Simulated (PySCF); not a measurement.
# One molecule, several mistakes: AlBH6NSi cation

These are calculations, not measurements. They come from PySCF 2.14.0, an open-source quantum chemistry program, on an isolated molecule that a program drew, which may never have been made. The molecule is AlBH6NSi cation (charge +1, singlet), drawn as the SMILES string `[BH2][AlH][NH][SiH2+]`.

Each row is a Hartree-Fock (HF) and frozen-core CCSD(T) single point in the cc-pV(D+d)Z basis, meant for a local HF minimum. Run 1 is clean. Each other run has one planted mistake out of seven kinds, and not every kind appears here: one electron removed, one electron added, multiplicity raised by two, geometry at a saddle point, minimal basis STO-3G, one bond length entered in bohr, all coordinates scaled. The reference is restricted for singlets and unrestricted otherwise, and also for a bond in bohr. Adding or removing an electron swaps singlet and doublet. Electrons count all cores. HOMO and LUMO are orbital energies over both spins, the gradient is its largest component, and the lowest frequency (negative if imaginary) is given only where the gradient is small. Bond lengths are over the 9 bonds as drawn. T1 is the CCSD diagnostic: over 0.02 (restricted) or 0.045 (unrestricted) a single reference is doubtful.

Geometry of the clean run:
```xyz
10
AlBH6NSi cation, angstrom
B     1.8800    0.1839    3.7536
Al    1.3368   -0.4670    1.7850
N    -0.0376    0.4779    0.8589
Si   -0.6322    0.1953   -0.6320
H     2.7405    0.9990    3.9185
H     1.3362   -0.2598    4.7229
H     1.8051   -1.6088    0.8146
H    -0.4586    1.2578    1.3465
H    -1.6946    1.0324   -1.1826
H    -0.0903   -0.9078   -1.4156
```

| run | electrons | basis functions | <S^2> | HOMO (eV) | LUMO (eV) | gradient (hartree/bohr) | lowest frequency (cm^-1) | mean bond (Å) | longest bond (Å) | T1 | HF (hartree) | CCSD(T) (hartree) | mistake |
|---|---|---|---|---|---|---|---|---|---|---|---|---|---|
| 1 | 44 | 104 | 0.000 | -14.41 | -4.04 | 2.0e-05 | 85 | 1.5082 | 2.143 | 0.0152 | -613.24649 | -613.70329 | no fault |
| 2 | 44 | 104 | 0.000 | -14.15 | -4.14 | 3.2e-02 | - | 1.5866 | 2.255 | 0.0181 | -613.22496 | -613.69137 | all coordinates scaled |
| 3 | 45 | 104 | 0.760 | -4.36 | -0.59 | 5.0e-02 | - | 1.5082 | 2.143 | 0.0222 | -613.37081 | -613.85668 | one electron added |
| 4 | 43 | 104 | 0.770 | -21.96 | -12.12 | 7.9e-02 | - | 1.5082 | 2.143 | 0.0186 | -612.76074 | -613.18823 | ? |
| 5 | 44 | 34 | 0.000 | -12.58 | -0.34 | 3.2e-02 | - | 1.5082 | 2.143 | 0.0256 | -606.07359 | -606.29349 | ? |

**Which mistake was planted in run 4, and what did it cost?**

It counts 43 electrons, one fewer than the clean run, at the same geometry and basis. So the mistake is: one electron removed. Subtracting run 1 and multiplying by 627.51 kcal/mol a hartree, the energy moved by 304.8 kcal/mol in HF and 323.2 kcal/mol in CCSD(T).

**Which mistake was planted in run 5, and what did it cost?**

It has 34 basis functions where the clean run has 104, with the same electrons and geometry. So the mistake is: minimal basis STO-3G. Subtracting run 1 and multiplying by 627.51 kcal/mol a hartree, the energy moved by 4501.1 kcal/mol in HF and 4649.7 kcal/mol in CCSD(T).

Cautions from the logs. Run 5: T1 is over the limit, so its CCSD(T) energy is less reliable.
